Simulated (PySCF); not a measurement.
ClI3Sn. Atoms are numbered in the order given.

```xyz
5

Cl     0.0000     0.0000     2.7821
Sn     0.0000     0.0000     0.4179
I     -2.2221     1.2830    -0.4289
I      0.0000    -2.5659    -0.4289
I      2.2221     1.2830    -0.4289
```

Geometry optimised at PBE-D3(BJ)/def2-SVP. The def2 effective core potentials stand for the cores of I, Sn; spin–orbit coupling is left out.

All values below come from PBE-D3(BJ)/def2-SVP run with PySCF.

Frequencies are harmonic and unscaled.

Modes within 1.5 cm⁻¹ of each other (mostly degenerate sets) share a row, with their intensities summed.

Computed normal modes with their intensities:
```tsv
mode	ν (cm⁻¹)	IR (km/mol)	moving atoms (share of kinetic energy)
1–2	46	0.2	I 83 %, Cl 10 %
3	66	0.7	I 52 %, Sn 37 %, Cl 11 %
4–5	85	5.7	Cl 66 %, I 27 %
6	159	1.6	I 77 %, Sn 16 %
7–8	217	74.3	Sn 62 %, I 37 %
9	361	44.0	Cl 75 %, Sn 24 %
```
